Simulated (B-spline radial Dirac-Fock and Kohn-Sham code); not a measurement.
## Satellites and hypersatellites of the K lines of Cs¹⁵⁺

System: the Cs¹⁵⁺ ion in the configuration 1s2 2s2 2p6 3s2 3p6 3d10 4s2 4p6 4d4.

Method: ΔSCF Dirac-Fock with Breit, self-energy and vacuum polarisation, finite nucleus, configuration average. Computed with a radial finite-basis atomic code. Each two-hole energy is an average over J within one jj subconfiguration, not an observable level; in light atoms, where LS coupling holds, the j-resolved values are not observed lines, and for a K spectator the Kα1 hypersatellite is nearly forbidden. Electron correlation is not included.

Lines without a spectator: Kα2 (K-L2) 30623.5 eV, Kα1 (K-L3) 30971.5 eV, Kβ3 (K-M2) 34927.7 eV, Kβ1 (K-M3) 34996.6 eV. Shifts in eV with one spectator hole (a dash: not computed, or left out as unreliable):

| spectator hole | Kα2 | Kα1 | Kβ3 | Kβ1 |
| --- | --- | --- | --- | --- |
| K (1s) | +650.7 | +676.3 | +834.6 | +840.3 |
| L2 (2p1/2) | +74.4 | +95.0 | – | +198.2 |
| L3 (2p3/2) | +69.4 | +70.7 | +170.6 | – |
| M2 (3p1/2) | – | +12.30 | +28.12 | +33.6 |
| M3 (3p3/2) | +8.61 | – | +27.86 | +27.51 |
| M4 (3d3/2) | +2.21 | -0.77 | – | – |
| M5 (3d5/2) | -1.50 | +0.90 | – | – |

With n spectator holes in 2p, averaged over the 2p shell (energies in eV):

```
n     KαLⁿ   step  hypersatellite KαʰLⁿ
0  30855.5      –               31523.2
1  30932.6  +77.1               31601.9
2  31011.0  +78.5               31682.0
3  31090.9  +79.9               31763.4
4  31172.2  +81.3               31846.3
5  31254.8  +82.7               31930.6
```
